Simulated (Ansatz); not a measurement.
CH4CdS2 (`C[S][Cd][SH]`), 8 atoms. Charge 0, multiplicity 1. Correlated methods include outer-core shells of Cd, which these sets cover unevenly. Cd: def2 effective core potential. All runs use 4 threads of an AMD EPYC 7B13 on a shared host. Correlated methods freeze the cores.

Problem. How many basis functions does each run have, and how long does it take in Ansatz? direct RPA on PBE orbitals/def2-TZVPP energy; RKS PBE0-D4/def2-TZVP frequencies; RHF-CCSD(T)/def2-SVP energy; RKS r2SCAN0-D4/def2-TZVPP energy; RKS ωB97M-V/def2-QZVPP energy; RHF-CCSD(T)/def2-TZVPP energy; RKS SPW92 (LDA)/def2-TZVPP energy; RKS PBE0-D4/def2-QZVPP energy; RKS B3LYP-D4/def2-TZVPP energy and forces; RKS ωB97M-V/def2-SVP energy; RKS PBE0-D4/def2-SVP energy; RKS BLYP-D4/def2-TZVPP energy. (Best estimate.)

Solution. Ansatz gave: Other jobs shared the machine, so times are rough.

```csv
level,job,functions,wall time,peak host memory (GiB)
RKS PBE0-D4/def2-SVP,energy,101,1.3 s,0.42
RKS SPW92 (LDA)/def2-TZVPP,energy,227,1.4 s,0.31
RKS BLYP-D4/def2-TZVPP,energy,227,2 s,0.29
direct RPA on PBE orbitals/def2-TZVPP,energy,227,4.2 s,0.49
RKS B3LYP-D4/def2-TZVPP,energy and forces,227,4.2 s,0.64
RKS ωB97M-V/def2-SVP,energy,101,4.4 s,0.42
RKS r2SCAN0-D4/def2-TZVPP,energy,227,4.6 s,0.63
RHF-CCSD(T)/def2-SVP,energy,101,6 s,0.49
RKS PBE0-D4/def2-QZVPP,energy,405,7 s,1.4
RKS ωB97M-V/def2-QZVPP,energy,405,14 s,1.6
RKS PBE0-D4/def2-TZVP,frequencies,169,97 s,0.48
RHF-CCSD(T)/def2-TZVPP,energy,227,2.3 min,4.2
```

B3LYP here is the variant with VWN-RPA as its local correlation; programs differ in this.
